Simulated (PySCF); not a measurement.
CHCl, SMILES [CH]Cl (connectivity only; charge and spin as stated), neutral, multiplicity 1.

Geometry optimised at ωB97X-D3(BJ)/def2-TZVPD. The isomer is the one that the SMILES or the coordinates give; other isomers of the formula were not compared.

Two levels are set side by side: PBE/def2-TZVPD (PySCF) and M06-2X/def2-TZVPD (PySCF). Same geometry, gas phase. Differences are taken from unrounded values.

| quantity | M06-2X | PBE | PBE minus M06-2X |
|---|---|---|---|
| orbital gap (eV) | 6.18 | 1.17 | -5.01 |
| highest occupied level (eV) | -8.35 | -5.64 | 2.71 |
| lowest empty level (eV) | -2.17 | -4.48 | -2.30 |
| dipole moment (D) | 1.53 | 1.59 | 0.06 |
| mean polarisability (bohr³) | 28.6 | 29.9 | 1.4 |

PBE's occupied levels lie high since its potential decays too fast outside the molecule; exact exchange lowers them and widens the gap. Loosely held outer electrons make PBE densities more polarisable. Differences between two approximate levels are no errors against the true value.

Rough cost on one machine, each run with all the roots and properties that it gave: M06-2X against PBE about 3 times.
